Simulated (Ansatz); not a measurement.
`CC[AsH][SiH3]` and `CC[AsH]C` differ in one atom or group.

Ansatz, PBE0-D4/def2-TZVP geometries, multiplicity 1. Each molecule was computed in one conformer, which needn't be the lowest.

Scalar relativity is left out up to krypton.

| property | `CC[AsH][SiH3]` |
| --- | --- |
| size of the dipole moment (B3LYP/def2-TZVPP) / D | 1.09 |
| ideal-gas entropy at 298 K and 1 bar (rigid rotor, harmonic PBE0-D4/def2-TZVP) / J/(mol·K) | 365 |
| HOMO–LUMO gap (B3LYP/def2-TZVPP) / eV | 6.67 |
| HOMO energy (ωB97M-V/def2-TZVPP) / eV | -9.08 |
| LUMO energy (PBE0/def2-TZVPP) / eV | 0.09 |
| LUMO energy (ωB97M-V/def2-TZVPP) / eV | 1.74 |

Task: Give the same properties after the change, and the shifts. (Best estimate.)

Result: Ansatz gave: 
```json
{"property": "size of the dipole moment (B3LYP/def2-TZVPP) / D", "`CC[AsH]C`": "1.04", "shift": "-0.05"}
{"property": "ideal-gas entropy at 298 K and 1 bar (rigid rotor, harmonic PBE0-D4/def2-TZVP) / J/(mol·K)", "`CC[AsH]C`": "343", "shift": "-22"}
{"property": "HOMO–LUMO gap (B3LYP/def2-TZVPP) / eV", "`CC[AsH]C`": "6.90", "shift": "0.23"}
{"property": "HOMO energy (ωB97M-V/def2-TZVPP) / eV", "`CC[AsH]C`": "-8.87", "shift": "0.21"}
{"property": "LUMO energy (PBE0/def2-TZVPP) / eV", "`CC[AsH]C`": "0.66", "shift": "0.57"}
{"property": "LUMO energy (ωB97M-V/def2-TZVPP) / eV", "`CC[AsH]C`": "2.25", "shift": "0.51"}
```

With PBE0 the HOMO rises by 0.30 eV and the LUMO rises by 0.57 eV, so the gap widens by about 0.27 eV. PBE moves the HOMO by 0.34 eV and ωB97M-V by 0.21 eV. Dipoles are sizes alone; their direction can turn. Modes under 60 cm⁻¹, often nearly free rotors, make the harmonic entropy too high.

B3LYP here is the variant with VWN-RPA as its local correlation; programs differ in this.
